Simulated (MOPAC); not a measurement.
MOPAC input (PM3):

```
PM3 1SCF CHARGE=-1 GEO-OK AUX(PRECISION=9) THREADS=1
CH3O2

O    -1.01533300 1    0.59968400 1    0.23844500 1
C    -0.30118500 1   -0.42178400 1   -0.11687400 1
O     1.20100700 1   -0.11743500 1   -0.09687100 1
H    -0.44830100 1   -0.79518000 1   -1.17341900 1
H    -0.36211400 1   -1.33371300 1    0.54797800 1
H     1.13213000 1    0.80160400 1    0.19409500 1
```

From the output:

```
                                                       MOPAC v23.2.5 Linux

          FINAL HEAT OF FORMATION =        -95.15640 KCAL/MOL =    -398.13437 KJ/MOL

          COSMO AREA              =         75.27 SQUARE ANGSTROMS
          COSMO VOLUME            =         56.41 CUBIC ANGSTROMS

          IONIZATION POTENTIAL    =          2.503339 EV
          HOMO LUMO ENERGIES (EV) =         -2.503  9.767
          NO. OF FILLED LEVELS    =         10
          MOLECULAR WEIGHT        =         47.0335         POINT GROUP:  Cs

          MOLECULAR DIMENSIONS (Angstroms)

            Atom       Atom       Distance
            H     6    H     5     2.63013
            O     1    O     3     2.23997
            H     4    H     6     1.68419

          SCF CALCULATIONS        =          1

   ATOM   CHEMICAL          X               Y               Z
  NUMBER   SYMBOL      (ANGSTROMS)     (ANGSTROMS)     (ANGSTROMS)

     1       O         -1.01533300  *   0.59968400  *   0.23844500  *
     2       C         -0.30118500  *  -0.42178400  *  -0.11687400  *
     3       O          1.20100700  *  -0.11743500  *  -0.09687100  *
     4       H         -0.44830100  *  -0.79518000  *  -1.17341900  *
     5       H         -0.36211400  *  -1.33371300  *   0.54797800  *
     6       H          1.13213000  *   0.80160400  *   0.19409500  *

                             CARTESIAN COORDINATES

   1    O       -1.015333000     0.599684000     0.238445000
   2    C       -0.301185000    -0.421784000    -0.116874000
   3    O        1.201007000    -0.117435000    -0.096871000
   4    H       -0.448301000    -0.795180000    -1.173419000
   5    H       -0.362114000    -1.333713000     0.547978000
   6    H        1.132130000     0.801604000     0.194095000

           Empirical Formula: C H3 O2  =     6 atoms

      MOLECULAR POINT GROUP   :   Cs

                  EIGENVALUES
 -30.96236 -26.41386 -17.03919 -10.13105  -9.18371  -8.97453  -7.28391  -5.40061
  -3.20041  -2.50334   9.76659  10.67448  10.86913  11.25268  14.28135

              NET ATOMIC CHARGES AND DIPOLE CONTRIBUTIONS

  ATOM NO.   TYPE          CHARGE      No. of ELECS.   s-Pop       p-Pop
    1          O          -0.810244        6.8102     1.90077     4.90947
    2          C           0.398548        3.6015     1.11852     2.48293
    3          O          -0.539738        6.5397     1.85680     4.68294
    4          H          -0.112557        1.1126     1.11256
    5          H          -0.112557        1.1126     1.11256
    6          H           0.176548        0.8235     0.82345
 DIPOLE           X         Y         Z       TOTAL
 POINT-CHG.     1.627    -0.872    -0.354     1.879
 HYBRID         0.110     0.116     0.031     0.163
 SUM            1.736    -0.756    -0.323     1.921

          ATOMIC ORBITAL ELECTRON POPULATIONS

     Atom    s        px        py        pz
    1  O   1.90077   1.62999   1.42966   1.84983
    2  C   1.11852   0.75032   0.88260   0.85001
    3  O   1.85680   1.40865   1.34605   1.92824
    4  H   1.11256
    5  H   1.11256
    6  H   0.82345

 **********************
 *                    *
 * JOB ENDED NORMALLY *
 *                    *
 **********************

 == MOPAC DONE ==
```

The dipole moment of an ion depends on the origin.

The geometry given is a B3LYP-D3(BJ)/def2-TZVP minimum.
